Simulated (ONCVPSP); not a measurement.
# Before and after: ONCV potential for Fe

```json
{
  "Element": "Fe (Z = 26)",
  "Generator": "ONCVPSP 4.0.1",
  "Type": "optimised norm-conserving Vanderbilt (ONCV)",
  "Functional": "PBE",
  "Relativity": "scalar-relativistic",
  "Frozen core": "[Ne]",
  "Valence charge": "16",
  "Reference configuration": "3s2 3p6 3d6.5 4s1.5",
  "Partial waves": "3s+4s: rc 1.45 bohr, ncon 3, nbas 6, qcut 7.1 1/bohr, 2 projectors; 3p: rc 0.95 bohr, ncon 4, nbas 9, qcut 10.3 1/bohr, 3 projectors, debl 3 Ha; 3d: rc 1.65 bohr, ncon 4, nbas 9, qcut 7.4 1/bohr, 1 projector",
  "Local potential": "polynomial inside 0.80 bohr (lpopt 5, dvloc0 -1 Ha)",
  "Core correction": "polynomial model core, fcfact 0.7"
}
```

Change: all radii but the core radius scaled by about 0.82 (s 1.20, p 0.78, d 1.36 bohr); local potential polynomial inside 0.66 bohr (lpopt 5, dvloc0 -1 Ha).

Cutoffs: the cutoffs (Ha) at which the residual kinetic energy of the hardest occupied pseudo-wave falls to 1 and 0.1 mHa per electron; they do not see the model core or the augmentation charge, which bear on the density cutoff. Errors are all-electron minus pseudo energies relative to the spin-unpolarised reference configuration.

Q: What does the change do?

A: The potential gets harder (31 Ha and 108 Ha → 157 Ha and 377 Ha); a bound ghost appears in p, which as a rule spoils a file; of the 4 tests that both files solve, the error grows in 1 and shrinks in 3 by more than 15 % and 0.3 meV (median size 13.3 → 5.9 meV). A smaller radius makes the pseudo-wave follow the all-electron one further in, where it bends more sharply, so more plane waves are needed.

```tsv
quantity	base	changed
cutoff, loose	31 Ha	157 Ha
cutoff, tight	108 Ha	377 Ha
loose cutoff by channel	s 12 Ha, p 31 Ha, d 31 Ha	s 22 Ha, p 57 Ha, d 157 Ha
bound ghosts	none	p
GHOST(+) flags under 300 eV	none	none
error for 3s2 3p6 3d6 4s2, meV [ΔE 0.73 eV]	+11	+4.1
error for 3s2 3p6 3d6 4s1, meV [ΔE 9.46 eV]	-1.1	-1.7
error for 3s2 3p6 3d6 4s0, meV [ΔE 25.66 eV]	-16	-7.6
error for 3s2 3p6 3d5 4s2, meV [ΔE 14.93 eV]	+155	+66
rms error of d²Exc/dni dnj with the model core, mHa	1.68	1.49
```

 A true bound ghost makes a file unfit for plane-wave use even where its test errors are small: the radial tests pick states by their node count and pass the ghost by.
